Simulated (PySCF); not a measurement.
cyclopentene (C5H8), SMILES C1=CCCC1. Geometry optimised at B3LYP-D3(BJ)/def2-SVP. Other conformers were not sampled.

All values below come from B3LYP-D3(BJ)/def2-SVP in PySCF 2.14.0.

Harmonic wavenumbers (cm⁻¹): 156, 392, 602, 714, 779, 823, 888, 912, 918, 977, 978, 1036, 1059, 1114, 1138, 1217, 1218, 1295, 1313, 1325, 1374, 1453, 1458, 1478, 1693, 3002, 3003, 3047, 3060, 3066, 3107, 3178, 3201. Rotational constants (GHz): 7.279, 7.203, 3.933; symmetry number 1.

Question: Work out the zero-point energy and the ideal-gas rigid-rotor harmonic-oscillator thermochemistry at 298.15 K and 1 atm.

Answer: ZPE = ½ Σ hcν = ½ × 50977 cm⁻¹ = 304.91 kJ/mol. H − E(el) = 319.57 kJ/mol. Entropy in J/(mol K): translation 161.39, rotation 104.01, vibration 24.43, total 289.83. G − E(el) = 233.16 kJ/mol. Cp = 80.09 J/(mol K).
